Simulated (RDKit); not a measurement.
Input file for RDKit: MMFF94 on CH4S (SMILES CS).

```python
from rdkit import Chem
from rdkit.Chem import AllChem, rdDetermineBonds

blocks = [
'''6

C     0.62421281   -0.96655885    4.68572055
S    -0.50744862    0.40297891    4.27745741
H     1.62774649   -0.77480736    4.30979810
H     0.66453837   -1.02989886    5.77185367
H     0.25561601   -1.91311430    4.29422312
H    -0.40372008    0.29368044    2.93320144
''',
]
mol = None
for b in blocks:
    f = Chem.MolFromXYZBlock(b)
    rdDetermineBonds.DetermineBonds(f, charge=0)
    mol = f if mol is None else Chem.CombineMols(mol, f)
Chem.SanitizeMol(mol)
print(Chem.MolToSmiles(Chem.RemoveHs(mol)))
ff = AllChem.MMFFGetMoleculeForceField(mol, AllChem.MMFFGetMoleculeProperties(mol), nonBondedThresh=100.0, ignoreInterfragInteractions=False)
e = ff.CalcEnergy()
print(f'MMFF94 energy {e:.6f} kcal/mol')
```

It printed:

```
CS
MMFF94 energy 0.907911 kcal/mol
```

The run finished.

Cost: about 0.020 core-seconds (a rough figure).
